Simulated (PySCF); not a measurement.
Ligand exchange on a metal centre used in film growth or etching (Ti OH-NH2). All species are isolated molecules in the gas phase. One relaxed conformer stands for each flexible species; it need not be the lowest.

Quantity: redistribution energy (mixed species minus the weighted end members), in kcal/mol.

Level 1: B3LYP-D3(BJ)/def2-TZVP // TPSS-D3(BJ)/def2-SVP (PySCF)
Level 2: PBE-D3(BJ)/def2-TZVP // TPSS-D3(BJ)/def2-SVP (PySCF)
Level 3: B3LYP/3-21G // TPSS-D3(BJ)/def2-SVP (PySCF)
Level 4: HF/6-31G* (LANL2DZ on Ti) // TPSS-D3(BJ)/def2-SVP (PySCF)

```
species                                    level 1  level 2  level 3  level 4
-----------------------------------------  -------  -------  -------  -------
3 of 4 OH replaced by NH2: [Ti(OH)(NH2)3]    -1.12    -1.12    -2.55    -1.17
1 of 4 OH replaced by NH2: [Ti(OH)3(NH2)]    -0.73    -0.72    -2.01    -0.89
```
